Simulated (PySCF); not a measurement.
ZrCl₄ (singlet state).
Cartesian coordinates in Å at the PBE0-D3(BJ)/def2-SVP level; atoms count from 1:
```xyz
5
ZrCl4 angstrom
Zr    -0.010    0.004    0.024
Cl    -0.086   -0.049    2.349
Cl     2.196    0.004   -0.685
Cl    -1.052    1.904   -0.810
Cl    -1.049   -1.863   -0.878
```

The closed-shell ground state was solved at several levels (PySCF, density fitting, gas phase). Atoms past krypton carry effective core potentials; spin–orbit coupling is left out.

```csv
level,basis functions,HOMO (eV),LUMO (eV),gap (eV),dipole (D)
PBE0/pcSseg-1 (def2-TZVP on Zr),136,-9.86,-2.89,6.97,0.10
KT2/pcSseg-1 (def2-TZVP on Zr),136,-8.55,-3.75,4.80,0.08
```

Problem. Estimate the row for B3LYP/def2-SVPD, a basis of 142 functions; the other rows only guide the guess.

Solution. HOMO -9.50 eV, LUMO -3.03 eV, gap 6.47 eV, dipole 0.08 D.

Problem. Over all these levels, which gives the widest orbital gap and which the narrowest?

Solution. PBE0/pcSseg-1 (def2-TZVP on Zr) (global hybrid, 25 % exact exchange) has the widest, 6.97 eV, and KT2/pcSseg-1 (def2-TZVP on Zr) (GGA) the narrowest, 4.80 eV. The two share the basis. From the narrowest to the widest the HOMO moves by -1.31 eV and the LUMO by +0.86 eV.

Problem. How far do the dipole and the HOMO energy spread over the levels?

Solution. The dipole runs from 0.08 to 0.10 D (mean 0.09 D) and the HOMO from -9.86 to -8.55 eV.
